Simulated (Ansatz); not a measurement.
Ansatz results at the PBE0-D4/def2-TZVP geometry: size of the dipole moment (B3LYP/def2-TZVPP) 2.99 D; HOMO energy (B3LYP/def2-TZVPP) -7.46 eV; LUMO energy (ωB97M-V/def2-TZVPP) 1.31 eV.

Each molecule was computed in one conformer, which needn't be the lowest.

(1) Which molecule gave them?
A. `C[Si@@H](O)[Si@H](O)Cl`
B. `CO[Si](O)([SiH3])Cl`
C. `C=C[SiH2]N[SiH](Cl)Cl`
D. `[SiH3]C[SiH](Cl)Cl`

Answers

(1) A. The others give `C=C[SiH2]N[SiH](Cl)Cl`: 1.56, -7.74, 1.57; `CO[Si](O)([SiH3])Cl`: 1.48, -7.87, 1.82; `[SiH3]C[SiH](Cl)Cl`: 1.71, -8.57, 1.89.

B3LYP here is the variant with VWN-RPA as its local correlation; programs differ in this.
